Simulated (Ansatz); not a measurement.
Correlation energies of CH$_{2}$BCl$_{2}$InO, SMILES `[Cl][In]([Cl])[CH]1BO1` by basis set

```xyz
8

Cl   -1.6892   -0.8979   -2.4572
In    0.1276    0.1549   -1.4788
Cl    1.3956    1.4016   -2.9653
C     0.5212    0.0486    0.6091
B    -0.5502   -0.0843    1.6689
O     0.0570   -1.2078    1.3057
H     1.5330    0.3266    0.8976
H    -1.3951    0.2585    2.4201
```

The species carries charge 0 and has multiplicity 1. Correlated methods include outer-core shells of In, which these sets cover unevenly. In: def2 effective core potential. The geometry is a stationary point of PBE0-D4/def2-TZVP. It is one conformer, not always the lowest. Frozen core, restricted reference, Ansatz.

```tsv
basis	HF (Eh)	MP2 corr.	CCSD corr.	(T)	CCSD(T) total
def2-SVP	-1246.47139	?	-0.77974	-0.02388	?
def2-TZVPP	-1246.95895	-1.13809	?	?	?
def2-QZVPP	?	-1.40138	–	–	–
```

Q: Fill in the withheld values. (Best estimate.)

A: Ansatz gave: def2-SVP MP2 corr.: -0.73549; def2-SVP CCSD(T) total: -1247.27501; def2-TZVPP CCSD corr.: -1.17135; def2-TZVPP (T): -0.04977; def2-TZVPP CCSD(T) total: -1248.18007; def2-QZVPP HF (Eh): -1246.99201.
